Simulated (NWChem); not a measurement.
Molecule: InH2Cl; SMILES [Cl][InH2]

Program: NWChem. Geometry: optimised at PBE0/def2-SVP. def2 effective core potentials on In; no spin-orbit coupling. LC-ωPBE (HJS hole) with def2-SVP; x = 1 − exp(−ω/0.25 bohr⁻¹) is a scale chosen for this fit.

```
row           x  −ε(HOMO) (eV)
--------  -----  -------------
ω = 0.05  0.181           7.42
ω = 0.15  0.451       withheld
ω = 0.20  0.551           9.31
ω = 0.25  0.632           9.77
ω = 0.60  0.909          11.50
```

Q: Fit a straight line of the last column on the one before it, predict the withheld value, and compare with the run.

A: 
1. Means of the 4 shown rows: x = 0.5682, y = 9.500. Slope Σ(x − x̄)(y − ȳ)/Σ(x − x̄)² = 1.507/0.2704 = 5.574; intercept 6.333.
2. The shown rows scatter about the line by 0.090 (root mean square); the largest residual is +0.10, at ω = 0.60.
3. At x = 0.451 (ω = 0.15; inside the shown range) the line gives 8.85.
4. The run gives 8.77, -0.08 from the line, 0.9 times the scatter.
